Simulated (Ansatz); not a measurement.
`B[Si](O)(F)Cl` and `B[Si](C)(F)Cl` differ in one atom or group.

Ansatz, PBE0-D4/def2-TZVP geometries, multiplicity 1. Each molecule was computed in one conformer, which needn't be the lowest.

| property | `B[Si](O)(F)Cl` |
| --- | --- |
| LUMO energy (PBE/def2-TZVPP) / eV | -3.84 |
| HOMO–LUMO gap (PBE0/def2-TZVPP) / eV | 6.00 |
| HOMO–LUMO gap (PBE/def2-TZVPP) / eV | 3.69 |
| HOMO energy (ωB97M-V/def2-TZVPP) / eV | -11.00 |
| HOMO–LUMO gap (ωB97M-V/def2-TZVPP) / eV | 10.17 |
| size of the dipole moment (PBE/def2-TZVPP) / D | 1.00 |

Give the same properties after the change, and the shifts. (An estimate is asked.)

The calculation gave: 
```csv
property,`B[Si](C)(F)Cl`,shift
LUMO energy (PBE/def2-TZVPP) / eV,-3.65,0.19
HOMO–LUMO gap (PBE0/def2-TZVPP) / eV,5.58,-0.42
HOMO–LUMO gap (PBE/def2-TZVPP) / eV,3.31,-0.38
HOMO energy (ωB97M-V/def2-TZVPP) / eV,-10.40,0.60
HOMO–LUMO gap (ωB97M-V/def2-TZVPP) / eV,9.71,-0.46
size of the dipole moment (PBE/def2-TZVPP) / D,2.02,1.02
```

With PBE0 the HOMO rises by 0.60 eV and the LUMO rises by 0.18 eV, so the gap narrows by about 0.42 eV. PBE moves the HOMO by 0.57 eV and ωB97M-V by 0.60 eV. Dipoles are sizes alone; their direction can turn.
